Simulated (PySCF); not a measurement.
HBr⁺ from Hartree–Fock to correlated methods

State: ²Π (doublet), unpaired electrons π ↑. Set-up: basis H pcseg-1, Br pcseg-1; no relativity; PySCF 2.14. De refers to H + Br⁺ in their high-spin ground configurations, without counterpoise correction. The functionals are run spin-unrestricted. A positive dipole points towards Br; it is taken about the centre of mass and depends on that origin.

```tsv
Level	Re (Å)	ωe (cm⁻¹)	De (eV)	μ (D)
UHF	1.442	2583	2.90	-1.79
UHF-MP2	1.451	2499	3.66	n/a
UHF-SCS-MP2	1.452	2495	3.69	n/a
UHF-CCSD	1.457	2453	3.72	n/a
UHF-CCSD(T)	1.458	2443	3.75	n/a
PBE	1.477	2352	4.13	-1.71
BLYP	1.482	2309	4.11	-1.68
TPSS	1.469	2385	4.20	-1.69
r²SCAN	1.462	2427	4.17	-1.76
PBE0	1.461	2447	4.05	-1.74
BHandHLYP	1.453	2495	3.98	-1.74
CAM-B3LYP	1.462	2441	4.10	-1.75
```

The bond length runs from 1.442 Å (UHF) to 1.482 Å (BLYP). De spans 2.90 eV (UHF, mean field) to 4.20 eV (TPSS, meta-GGA). Correlation at CCSD(T) changes the Hartree–Fock bond energy by +0.85 eV; the triples alone change it by +0.03 eV.

Correlated steps freeze 9 core orbitals. Correlated levels converge slowly with the basis: in double zeta they bind strong bonds too weakly, by up to about 1 eV, and carry superposition errors of some tenths. Spin–orbit coupling is left out. For an ion De counts to the pair picked by the measured ionisation energies or electron affinities, which need not be the lowest pair at this level. Counting both spins, an empty level lies below a filled one in some of these solutions, because spin and occupation are held. The state was picked by a PBE0 search and need not be the measured ground state.
